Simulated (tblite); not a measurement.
Isomers of C5H14NPSi. Calculated harmonic vibrations of the isolated species, GFN2-xTB (tblite), most abundant isotopes, no scaling. Against measured fundamentals such values can be off by several per cent, at times by over 20. Modes of hydrogen on phosphorus and silicon can be 10 to 20 % off. One conformer each.

Electronic energies: GFN2-xTB at the same geometries; isomer energies are rough at this level and their order can be wrong.

| SMILES | electronic energy, lowest = 0 (kcal/mol) |
| --- | --- |
| CN([SiH2]P)C1CCC1 | 0.0 |
| C=CP([SiH3])CN(C)C | 33.4 |
| CCN(C)P1C[C@H]1[SiH3] | 17.9 |
| C[C@@H]1[C@@H]([SiH3])P1N(C)C | 16.7 |
| C=C[P@@](C)(CC)=N[SiH3] | 14.3 |

**Question.** How do GFN2-xTB zero-point energies change the relative energies?

**Answer.** 
```tsv
SMILES	ZPE (kcal/mol)	of it from modes above 1550 cm⁻¹	electronic (kcal/mol)	with ZPE, lowest = 0 (kcal/mol)	lowest mode (cm⁻¹)	rings
CN([SiH2]P)C1CCC1	111.7	55.6	0.0	0.0	36	1
C=C[P@@](C)(CC)=N[SiH3]	107.9	59.2	14.3	10.5	37	0
C[C@@H]1[C@@H]([SiH3])P1N(C)C	110.5	56.4	16.7	15.4	72	1
CCN(C)P1C[C@H]1[SiH3]	110.6	56.7	17.9	16.8	52	1
C=CP([SiH3])CN(C)C	109.7	58.7	33.4	31.4	44	0
```

The zero-point energies span 3.8 kcal/mol, from `C=C[P@@](C)(CC)=N[SiH3]` to `CN([SiH2]P)C1CCC1`. The order is unchanged.

**Question.** What do entropy and thermal enthalpy add at 298.15 K and 1 bar (rigid rotor, harmonic oscillator, one conformer each)?

**Answer.** 
```csv
SMILES,point group,symmetry number,S (cal/(mol K)),H − H(0) (kcal/mol),ZPE + H − H(0) − TS (kcal/mol)
CN([SiH2]P)C1CCC1,C1,1,104.8,7.60,88.1
C=C[P@@](C)(CC)=N[SiH3],C1,1,115.3,8.95,82.5
C[C@@H]1[C@@H]([SiH3])P1N(C)C,C1,1,106.1,8.18,87.0
CCN(C)P1C[C@H]1[SiH3],C1,1,107.4,8.09,86.7
C=CP([SiH3])CN(C)C,C1,1,108.6,8.35,85.7
```
